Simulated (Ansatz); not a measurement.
Mulliken charges of BClF₃HSi (`F[Si](F)(F)BCl`) from r2SCAN/def2-TZVPP in Ansatz (PBE0-D4/def2-TZVP geometry).

```
atom   x (Å)   y (Å)   z (Å)  charge (e)
  F1   0.162  -1.080   1.686      -0.295
 Si2   0.078  -0.825   0.131       0.909
  F3  -1.161  -1.644  -0.411      -0.293
  F4   1.378  -1.448  -0.517      -0.293
  B5  -0.092   1.119  -0.349       0.006
 Cl6  -0.137   2.317   0.893      -0.058
  H7  -0.166   1.493  -1.478       0.023
```

Question: By hand: the dipole of these point charges (1 e Å = 4.8032 D).

Answer: Σ q r = (-0.037, 0.381, -0.194) e Å, of length 0.429 e Å = 2.06 D.

Question: How does the dipole of the full density compare? (An estimate is asked.)

Answer: The calculation gave: (-0.031, 0.342, -0.110) e Å, 1.73 D; the point charges give 1.19 times that, at 9° from its direction.

Point charges leave out the atoms' own dipoles, such as those of lone pairs, and Mulliken's split depends on the basis, so the two needn't agree.
